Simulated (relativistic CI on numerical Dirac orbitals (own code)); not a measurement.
# Cr³⁺ in a cubic cluster: 3p photoemission with charge transfer

Computed with a charge-transfer multiplet model of a cubic metal-ligand cluster with up to one ligand hole, Slater and spin-orbit integrals from Dirac-Coulomb-Breit ions, Slater integrals scaled by 0.7. The ground state mixes d3 with configurations of k ligand holes L, whose averages lie at kΔ + k(k − 1)U_dd/2; a core hole lowers each added d electron by U_cd. 20 K, Lorentzian 0.9 eV and Gaussian 0.8 eV FWHM.

Atomic integrals in eV (Slater integrals scaled, ζ unscaled), ground: F2dd 7.502, F4dd 4.697, zeta_d 0.033; with the core hole: F2dd 8.235, F4dd 5.187, zeta_d 0.038, zeta_core 0.708, F2cd 8.669, G1cd 10.703, G3cd 6.576.

Cluster parameters (eV): Δ = 3.7, U_dd = 4.8, U_cd = 5.8, 10Dq = 1.75, 10Dq(ligand) = 0, final-state hopping factor = 0.8.

| Case | n_d | d3 | d4L | S |
| --- | --- | --- | --- | --- |
| V(eg) = 0.35 eV, V(t2g) = -0.17 eV | 3.03 | 0.97 | 0.03 | 1.50 |
| V(eg) = 0.65 eV, V(t2g) = -0.32 eV | 3.08 | 0.92 | 0.08 | 1.50 |
| V(eg) = 1.25 eV, V(t2g) = -0.62 eV | 3.19 | 0.81 | 0.19 | 1.50 |

Weights, n_d and S are thermal averages at 20 K. Binding energies count from the first peak over 30 % of the highest in each spectrum, which can be another peak from case to case. The parameters are a model scan and need not match a compound or its usual spin state. Peaks in eV (height, largest 100):
- V(eg) = 0.35 eV, V(t2g) = -0.17 eV: -3.9 (7), 0.0 (100), 5.4 (28), 12.3 (9), 16.4 (18)
- V(eg) = 0.65 eV, V(t2g) = -0.32 eV: -4.1 (24), 0.0 (100), 5.5 (33), 10.3 (8), 12.6 (11), 14.5 (13), 16.7 (18)
- V(eg) = 1.25 eV, V(t2g) = -0.62 eV: 0.0 (71), 2.1 (100), 6.0 (58), 10.4 (22), 14.1 (12), 18.1 (21), 21.8 (8)

Curve for V(eg) = 1.25 eV, V(t2g) = -0.62 eV (points under 2 left out, the grid thinned):

```tsv
E (eV)	Intensity
-3.9	2.5
-3.3	3.3
-2.6	4.7
-2.0	7.3
-1.4	13.6
-0.7	39.0
-0.1	70.3
0.5	57.0
1.2	52.0
1.8	90.5
2.4	93.0
3.1	64.1
3.7	56.9
4.3	55.1
5.0	49.5
5.6	54.7
6.2	57.1
6.9	41.2
7.5	31.2
8.1	26.3
8.8	22.2
9.4	21.4
10.1	21.7
10.7	21.3
11.3	16.0
12.0	11.9
12.6	10.3
13.2	9.8
13.9	11.4
14.5	11.0
15.1	8.1
15.8	5.8
16.4	7.2
17.0	12.1
17.7	18.8
18.3	20.2
18.9	13.5
19.6	6.7
20.2	4.9
20.8	5.6
21.5	7.9
22.1	8.1
22.7	6.4
23.4	3.7
24.0	2.1
```

For the case V(eg) = 1.25 eV, V(t2g) = -0.62 eV, Δ = 3.7 eV is smaller than U_dd = 4.8 eV, the charge-transfer side of the Zaanen-Sawatzky-Allen scheme. With the core hole the average of the configuration with one ligand hole lies at Δ − U_cd = -2.1 eV before mixing: the effective hopping of about 2.1 eV (from the holes of the mixed ground state) is comparable with this gap or larger, so the configurations mix strongly.

With at most 1 ligand hole the space is cut while the next configuration still counts, so covalency is underestimated, and a final configuration with one more ligand hole, which can lie low, is missing from the spectra.
